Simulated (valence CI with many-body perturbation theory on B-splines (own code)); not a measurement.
# Pt LXIV: calculated level list

Level of theory: valence CI with perturbative core correlation (CI+MBPT): five valence electrons over a frozen Dirac-Fock core [Ne], radial functions for each j: 11 s, 11 p, 10 d, 8 f, 5 g, 2 h, with the one-electron correlation potential Σ1 (screened to all orders), the two-electron term Σ2, the three-electron term Σ3, Breit, model QED; selected single and double excitations, second order for the rest, scaled by the run's own slope (own B-spline code, finite nucleus).

The last digits are not significant, and no measured levels were compared; by estimate large intervals hold to a few tenths of a per cent, small ones and those within an open d or f shell to about a per cent. Among the levels kept, up to 3100 cm⁻¹ of a level comes from second order outside the variational space, and about a tenth of that is noise between levels of different J, which matters for small intervals.

Levels 91 to 135 of 173, with energies above the lowest level, (3s^2 3p1/2^2 3p3/2) J=3/2. "Leading %" is the weight of the configuration and term that name the level; weights of strongly mixed levels are sums over their largest components and can fall short. In the jj column 3d3/2^4 stands for four electrons in 3d with j = 3/2. Lifetimes count E1, E2, E3, M1 and M2 decay at the calculated energies, and are blank where another channel may lead or the interval is too uncertain; long ones can be off by a factor of two.

| No. | Configuration | Term | J | E (Ry) | Leading % | Leading jj | Second component | Lifetime |
| --- | --- | --- | --- | --- | --- | --- | --- | --- |
| 91 | 3s.3p3.3d | 4P° | 5/2 | 99.66 | 25 | 3s 3p1/2 3p3/2^2 3d3/2 (92 %) | 21 % 3s.3p3.3d 4D° | 237 fs |
| 92 | 3s.3p3.3d | 4D° | 1/2 | 99.88 | 54 | 3s 3p1/2 3p3/2^2 3d3/2 (82 %) | 9 % 3s2.3p.3d2 4D° | 298 fs |
| 93 | 3s.3p2.3d2 | 4F | 9/2 | 100.32 | 30 | 3s 3p1/2^2 3d5/2^2 (96 %) | 13 % 3s.3p2.3d2 6D | 1.57 ps |
| 94 | 3s.3p3.3d | 4P° | 3/2 | 100.38 | 31 | 3s 3p1/2 3p3/2^2 3d3/2 (89 %) | 22 % 3s.3p3.3d 4S° | 173 fs |
| 95 | 3s.3p3.3d | 4F° | 3/2 | 100.78 | 31 | 3s 3p1/2 3p3/2^2 3d3/2 (94 %) | 21 % 3s.3p3.3d 4D° | 191 fs |
| 96 | 3s.3p3.3d | 2F° | 5/2 | 100.85 | 28 | 3s 3p1/2 3p3/2^2 3d3/2 (96 %) | 19 % 3s.3p3.3d 4F° | 229 fs |
| 97 | 3s.3p3.3d | 2G° | 7/2 | 100.93 | 60 | 3s 3p1/2 3p3/2^2 3d3/2 (94 %) | 9 % 3s.3p3.3d 2F° | 187 fs |
| 98 | 3s.3p3.3d | 2F° | 5/2 | 101.23 | 32 | 3s 3p1/2 3p3/2^2 3d3/2 (94 %) | 24 % 3s.3p3.3d 2D° | 186 fs |
| 99 | 3s.3p2.3d2 | 4P | 5/2 | 101.38 | 21 | 3s 3p1/2^2 3d5/2^2 (98 %) | 16 % 3s.3p2.3d2 2D | 1.33 ps |
| 100 | 3s.3p2.3d2 | 2F | 7/2 | 101.83 | 25 | 3s 3p1/2^2 3d5/2^2 (97 %) | 10 % 3s.3p2.3d2 4G | 1.47 ps |
| 101 | 3s.3p2.3d2 | 2D | 3/2 | 102.32 | 24 | 3s 3p1/2^2 3d5/2^2 (96 %) | 16 % 3s.3p2.3d2 4F | 1.29 ps |
| 102 | 3s.3p3.3d | 2P° | 3/2 | 102.61 | 25 | 3s 3p1/2 3p3/2^2 3d3/2 (81 %) | 16 % 3s.3p3.3d 4D° | 183 fs |
| 103 | 3s.3p3.3d | 2F° | 5/2 | 102.65 | 17 | 3s 3p1/2 3p3/2^2 3d3/2 (74 %) | 13 % 3s.3p3.3d 2D° | 151 fs |
| 104 | 3s.3p3.3d | 2P° | 1/2 | 102.72 | 44 | 3s 3p1/2 3p3/2^2 3d3/2 (94 %) | 30 % 3s.3p3.3d 4D° | 126 fs |
| 105 | 3p5 | 2P° | 3/2 | 103.15 | 12 | 3s 3p1/2 3p3/2^2 3d3/2 (54 %) | 9 % 3s.3p3.3d 4D° | 120 fs |
| 106 | 3s.3p3.3d | 2P° | 1/2 | 103.20 | 18 | 3s 3p1/2 3p3/2^2 3d3/2 (82 %) | 16 % 3s.3p3.3d 4D° | 124 fs |
| 107 | 3s.3p3.3d | 6D° | 9/2 | 103.51 | 45 | 3s 3p1/2 3p3/2^2 3d5/2 (97 %) | 24 % 3s.3p3.3d 4G° | 1.37 ps |
| 108 | 3s.3p2.3d2 | 4P | 1/2 | 103.83 | 43 | 3s 3p1/2^2 3d5/2^2 (96 %) | 21 % 3s.3p2.3d2 2S | 1.13 ps |
| 109 | 3s.3p3.3d | 4D° | 7/2 | 103.87 | 46 | 3s 3p1/2 3p3/2^2 3d5/2 (94 %) | 22 % 3s.3p3.3d 6D° | 942 fs |
| 110 | 3s.3p3.3d | 4G° | 11/2 | 105.38 | 97 | 3s 3p1/2 3p3/2^2 3d5/2 (97 %) |  | 1.69 ps |
| 111 | 3s.3p3.3d | 4F° | 9/2 | 105.51 | 59 | 3s 3p1/2 3p3/2^2 3d5/2 (95 %) | 29 % 3s.3p3.3d 2G° | 1.26 ps |
| 112 | 3s.3p3.3d | 4D° | 1/2 | 105.52 | 40 | 3s 3p1/2 3p3/2^2 3d5/2 (87 %) | 25 % 3s.3p3.3d 2P° | 698 fs |
| 113 | 3s2.3p.3d2 | 2G° | 7/2 | 106.02 | 32 | 3s^2 3p3/2 3d3/2^2 (83 %) | 24 % 3s2.3p.3d2 2F° | 127 fs |
| 114 | 3s2.3p.3d2 | 4F° | 5/2 | 106.40 | 15 | 3s^2 3p3/2 3d3/2^2 (45 %) | 14 % 3s.3p3.3d 4D° | 148 fs |
| 115 | 3s2.3p.3d2 | 4D° | 1/2 | 106.46 | 40 | 3s^2 3p3/2 3d3/2^2 (51 %) | 13 % 3s2.3p.3d2 2P° | 133 fs |
| 116 | 3s.3p3.3d | 4D° | 5/2 | 106.66 | 22 | 3s 3p1/2 3p3/2^2 3d5/2 (58 %) | 10 % 3s.3p3.3d 2F° | 193 fs |
| 117 | 3s2.3p.3d2 | 4D° | 3/2 | 106.69 | 15 | 3s^2 3p3/2 3d3/2^2 (49 %) | 14 % 3s2.3p.3d2 4F° | 107 fs |
| 118 | 3s.3p3.3d | 4D° | 3/2 | 107.14 | 30 | 3s 3p1/2 3p3/2^2 3d5/2 (75 %) | 23 % 3s.3p3.3d 2D° | 242 fs |
| 119 | 3s.3p3.3d | 2P° | 1/2 | 107.24 | 40 | 3s 3p1/2 3p3/2^2 3d5/2 (63 %) | 32 % 3s.3p3.3d 2S° | 203 fs |
| 120 | 3s.3p3.3d | 2F° | 7/2 | 107.26 | 54 | 3s 3p1/2 3p3/2^2 3d5/2 (84 %) | 15 % 3s.3p3.3d 2G° | 578 fs |
| 121 | 3s.3p3.3d | 4D° | 5/2 | 107.36 | 31 | 3s 3p1/2 3p3/2^2 3d5/2 (85 %) | 23 % 3s.3p3.3d 4P° | 436 fs |
| 122 | 3s.3p3.3d | 2P° | 3/2 | 107.96 | 35 | 3s 3p1/2 3p3/2^2 3d5/2 (73 %) | 21 % 3s.3p3.3d 4S° | 342 fs |
| 123 | 3s.3p3.3d | 4D° | 7/2 | 108.03 | 24 | 3s 3p1/2 3p3/2^2 3d5/2 (83 %) | 13 % 3s.3p3.3d 2F° | 358 fs |
| 124 | 3s.3p3.3d | 2G° | 9/2 | 108.16 | 61 | 3s 3p1/2 3p3/2^2 3d5/2 (74 %) | 9 % 3s2.3p.3d2 4G° | 425 fs |
| 125 | 3s.3p3.3d | 4D° | 5/2 | 108.32 | 33 | 3s 3p1/2 3p3/2^2 3d5/2 (85 %) | 21 % 3s.3p3.3d 2D° | 376 fs |
| 126 | 3s2.3p.3d2 | 2P° | 3/2 | 108.34 | 19 | 3s^2 3p3/2 3d3/2^2 (64 %) | 17 % 3s2.3p.3d2 4P° | 96.9 fs |
| 127 | 3s.3p3.3d | 2D° | 5/2 | 108.91 | 33 | 3s 3p1/2 3p3/2^2 3d5/2 (90 %) | 26 % 3s.3p3.3d 2F° | 620 fs |
| 128 | 3s.3p3.3d | 4D° | 7/2 | 109.05 | 35 | 3s 3p1/2 3p3/2^2 3d5/2 (97 %) | 23 % 3s.3p3.3d 2F° | 222 fs |
| 129 | 3s.3p3.3d | 2P° | 3/2 | 109.37 | 36 | 3s 3p1/2 3p3/2^2 3d5/2 (84 %) | 23 % 3s.3p3.3d 2D° | 446 fs |
| 130 | 3s.3p3.3d | 2F° | 7/2 | 109.37 | 43 | 3s 3p1/2 3p3/2^2 3d5/2 (82 %) | 8 % 3s.3p3.3d 4D° | 346 fs |
| 131 | 3s.3p3.3d | 2D° | 5/2 | 109.59 | 37 | 3s 3p1/2 3p3/2^2 3d5/2 (89 %) | 20 % 3s.3p3.3d 2F° | 389 fs |
| 132 | 3s.3p3.3d | 2S° | 1/2 | 110.04 | 27 | 3s 3p1/2 3p3/2^2 3d5/2 (76 %) | 19 % 3s.3p3.3d 2P° | 367 fs |
| 133 | 3s.3p3.3d | 2D° | 3/2 | 110.45 | 39 | 3s 3p1/2 3p3/2^2 3d5/2 (85 %) | 8 % 3s.3p3.3d 2P° | 201 fs |
| 134 | 3s.3p3.3d | 2D° | 5/2 | 110.96 | 25 | 3s 3p1/2 3p3/2^2 3d5/2 (81 %) | 14 % 3s.3p3.3d 2F° | 206 fs |
| 135 | 3s.3p3.3d | 2D° | 3/2 | 111.03 | 25 | 3s 3p1/2 3p3/2^2 3d5/2 (76 %) | 19 % 3s.3p3.3d 2P° | 267 fs |
